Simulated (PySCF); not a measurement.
A geometry optimisation, step by step.

Species: C6H10BP.
SMILES with atom numbers: `[BH3-:1][PH2+:2][c:3]1[cH:4][cH:5][cH:6][cH:7][cH:8]1` (hydrogens: H9, H10, H11 on B1; H12, H13 on P2; H14 on C4; H15 on C5; H16 on C6; H17 on C7; H18 on C8)
Bond orders are those of one Lewis drawing.

Computed by this run: PBE0-D3(BJ)/def2-SVP geometry optimisation, gas phase (PySCF 2.14.0); density fitting, grid level 1; the optimiser is geomeTRIC in internal coordinates, started from a GFN2-xTB structure. 4 of its 7 geometries are shown. The frame can shift and turn from step to step; on so coarse a grid that alone can change the energy by a few meV, and forces under 0.02 eV/Å are noise.

Step 0: E = -16329.9224 eV, largest atomic force 0.761 eV/Å
```
atom  x, y, z in Å  |  force x, y, z in eV/Å
B1      2.881    0.726    0.251   -0.098  -0.289  -0.085
P2      1.742   -0.741   -0.191   -0.314   0.457   0.128
C3     -0.028   -0.386   -0.112    0.188   0.037   0.018
C4     -0.715   -0.532    1.088    0.130  -0.047  -0.024
C5     -2.050   -0.183    1.167   -0.067   0.009   0.016
C6     -2.703    0.322    0.054   -0.007   0.007  -0.003
C7     -2.017    0.486   -1.139   -0.060   0.020  -0.010
C8     -0.681    0.138   -1.223    0.138  -0.051   0.000
H9      2.556    1.006    1.365   -0.227   0.092   0.620
H10     3.998    0.330    0.153    0.708  -0.270  -0.069
H11     2.583    1.560   -0.549   -0.210   0.411  -0.481
H12     1.818   -1.336   -1.446    0.230  -0.098  -0.652
H13     1.791   -1.918    0.549    0.214  -0.433   0.505
H14    -0.195   -0.918    1.955    0.125  -0.148   0.384
H15    -2.584   -0.300    2.099   -0.216  -0.064   0.399
H16    -3.746    0.591    0.117   -0.454   0.124   0.029
H17    -2.524    0.890   -2.003   -0.211   0.162  -0.373
H18    -0.135    0.272   -2.147    0.132   0.081  -0.402
```

Step 2: E = -16330.0251 eV, largest atomic force 0.117 eV/Å
```
atom  x, y, z in Å  |  force x, y, z in eV/Å
B1      2.992    0.572    0.164   -0.035   0.108   0.030
P2      1.794   -0.857   -0.264    0.028  -0.079  -0.028
C3      0.014   -0.515   -0.191   -0.001   0.018   0.009
C4     -0.682   -0.677    1.012   -0.016  -0.002  -0.014
C5     -2.030   -0.338    1.088    0.004   0.002  -0.006
C6     -2.687    0.170   -0.032   -0.009   0.002   0.001
C7     -1.995    0.342   -1.230    0.005  -0.002   0.006
C8     -0.646    0.004   -1.311   -0.011  -0.005   0.011
H9      2.684    0.869    1.310    0.015  -0.019  -0.010
H10     4.109    0.095    0.043    0.006  -0.026  -0.008
H11     2.712    1.435   -0.656    0.015  -0.021  -0.001
H12     1.939   -1.428   -1.554    0.000   0.010   0.005
H13     1.909   -2.028    0.526   -0.001   0.013   0.003
H14    -0.171   -1.069    1.896    0.002   0.000  -0.001
H15    -2.570   -0.471    2.028   -0.002   0.001  -0.001
H16    -3.745    0.436    0.030   -0.002  -0.002  -0.001
H17    -2.506    0.742   -2.108   -0.002   0.001   0.001
H18    -0.107    0.147   -2.252    0.003   0.000   0.002
```

Step 4: E = -16330.0255 eV, largest atomic force 0.045 eV/Å
```
atom  x, y, z in Å  |  force x, y, z in eV/Å
B1      2.992    0.579    0.165   -0.004  -0.018  -0.007
P2      1.796   -0.857   -0.263   -0.024   0.038   0.005
C3      0.014   -0.515   -0.190   -0.002  -0.014  -0.002
C4     -0.684   -0.680    1.011    0.005  -0.003   0.005
C5     -2.033   -0.342    1.086    0.013   0.002  -0.022
C6     -2.688    0.168   -0.034   -0.040   0.010   0.003
C7     -1.995    0.343   -1.230    0.019  -0.014   0.028
C8     -0.646    0.006   -1.309    0.016   0.005  -0.011
H9      2.689    0.874    1.311    0.003  -0.003   0.010
H10     4.104    0.089    0.040    0.004   0.006   0.002
H11     2.718    1.438   -0.660    0.004   0.003  -0.009
H12     1.941   -1.427   -1.552    0.006  -0.005  -0.007
H13     1.912   -2.024    0.532    0.004  -0.005   0.005
H14    -0.174   -1.074    1.895    0.001  -0.001   0.001
H15    -2.574   -0.477    2.026   -0.001   0.000  -0.003
H16    -3.746    0.432    0.027   -0.006   0.002   0.001
H17    -2.506    0.745   -2.108    0.000  -0.001   0.003
H18    -0.106    0.151   -2.249    0.003   0.000  -0.002
```

Step 6: E = -16330.0256 eV, largest atomic force under 0.02 eV/Å
```
atom  x, y, z in Å  |  force x, y, z in eV/Å
B1      2.994    0.580    0.163   -0.007   0.006   0.001
P2      1.796   -0.853   -0.261    0.005  -0.006   0.002
C3      0.014   -0.515   -0.189   -0.005   0.001  -0.001
C4     -0.686   -0.682    1.011    0.001  -0.004   0.001
C5     -2.036   -0.345    1.085   -0.002   0.000   0.003
C6     -2.692    0.166   -0.034    0.008  -0.003  -0.001
C7     -1.995    0.343   -1.229   -0.003   0.002  -0.003
C8     -0.645    0.007   -1.307   -0.003   0.004  -0.004
H9      2.695    0.876    1.311    0.003   0.000  -0.002
H10     4.106    0.089    0.038   -0.002  -0.003  -0.001
H11     2.722    1.439   -0.664    0.003  -0.001   0.002
H12     1.942   -1.426   -1.550   -0.002   0.001   0.003
H13     1.914   -2.020    0.535    0.001   0.003   0.000
H14    -0.178   -1.077    1.895    0.000  -0.001   0.000
H15    -2.578   -0.482    2.023    0.001  -0.001   0.000
H16    -3.750    0.430    0.025    0.001  -0.001   0.000
H17    -2.504    0.745   -2.107    0.001   0.000   0.000
H18    -0.105    0.154   -2.246    0.000   0.001  -0.001
```

Task: Summarise the path.

Result: The energy falls by 2.38 kcal/mol from step 0 to step 6; nine tenths of that is first reached at step 1. It falls at every step. The largest force goes from 0.761 to under 0.02 eV/Å. Among the bonds B1–H10 changes most, from 1.189 to 1.222 Å; the atoms move by 0.064 Å rms after alignment.

Task: Follow the three bonds and two angles with the largest change from start to end.

Result: 
```json
{"step": "0", "E above end (kcal/mol)": "2.38", "largest force (eV/Å)": "0.761", "B1–H10 (Å)": "1.189", "B1–H11 (Å)": "1.194", "B1–H9 (Å)": "1.194", "B1–P2–H13 (°)": "120.4", "B1–P2–H12 (°)": "120.3"}
{"step": "1", "E above end (kcal/mol)": "0.11", "largest force (eV/Å)": "0.371", "B1–H10 (Å)": "1.222", "B1–H11 (Å)": "1.225", "B1–H9 (Å)": "1.225", "B1–P2–H13 (°)": "115.7", "B1–P2–H12 (°)": "115.6"}
{"step": "2", "E above end (kcal/mol)": "0.01", "largest force (eV/Å)": "0.117", "B1–H10 (Å)": "1.221", "B1–H11 (Å)": "1.223", "B1–H9 (Å)": "1.223", "B1–P2–H13 (°)": "116.2", "B1–P2–H12 (°)": "116.1"}
{"step": "3", "E above end (kcal/mol)": "0.00", "largest force (eV/Å)": "0.040", "B1–H10 (Å)": "1.221", "B1–H11 (Å)": "1.222", "B1–H9 (Å)": "1.222", "B1–P2–H13 (°)": "116.2", "B1–P2–H12 (°)": "116.2"}
{"step": "4", "E above end (kcal/mol)": "0.00", "largest force (eV/Å)": "0.045", "B1–H10 (Å)": "1.222", "B1–H11 (Å)": "1.222", "B1–H9 (Å)": "1.222", "B1–P2–H13 (°)": "116.2", "B1–P2–H12 (°)": "116.2"}
{"step": "5", "E above end (kcal/mol)": "0.00", "largest force (eV/Å)": "0.031", "B1–H10 (Å)": "1.222", "B1–H11 (Å)": "1.222", "B1–H9 (Å)": "1.222", "B1–P2–H13 (°)": "116.1", "B1–P2–H12 (°)": "116.1"}
{"step": "6", "E above end (kcal/mol)": "0.00", "largest force (eV/Å)": "under 0.02", "B1–H10 (Å)": "1.222", "B1–H11 (Å)": "1.222", "B1–H9 (Å)": "1.222", "B1–P2–H13 (°)": "116.1", "B1–P2–H12 (°)": "116.0"}
```

What follows is the cost of the whole optimisation. Hardware: one thread, AMD EPYC 9R45 (x86_64), shared host with 96 logical CPUs at a one-minute load of 38. Cost: 45 s of wall time, 0.70 GiB resident at most.
